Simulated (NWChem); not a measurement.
Molecule: BeGeH₃I; SMILES [I][Be][GeH3]

All runs: NWChem. Medium grid unless said otherwise, to which SCAN and Minnesota functionals are sensitive. Coordinates come from a PBE0/def2-SVP optimisation. def2 effective core potentials on I; no spin-orbit coupling. Hybrids' shares of exact exchange are those that their runs print; pure functionals count as 0. The functionals differ in more than this share.

```
row                share of exact exchange  highest occupied level (eV)
-----------------  -----------------------  ---------------------------
PBE/def2-SVP                          0.00                        -6.99
HCTH/407/def2-SVP                     0.00                        -7.08
TPSSh/def2-SVP                        0.10                        -7.60
B3LYP/def2-SVP                        0.20                        -7.87
PBE0/def2-SVP                         0.25                        -8.17
MN15/def2-SVP                         0.44                        -8.61
M06-2X/def2-SVP                       0.54                     withheld
```

Fit a straight line of the last column on the one before it, predict the withheld value, and compare with the run.


1. Means of the 6 shown rows: x = 0.165, y = -7.720. Slope Σ(x − x̄)(y − ȳ)/Σ(x − x̄)² = -0.5221/0.1428 = -3.657; intercept -7.117.
2. The shown rows scatter about the line by 0.104 (root mean square); the largest residual is -0.14, at PBE0/def2-SVP.
3. At x = 0.54 (M06-2X/def2-SVP; beyond the shown range) the line gives -9.09.
4. The run gives -9.23, -0.14 from the line, 1.4 times the scatter.
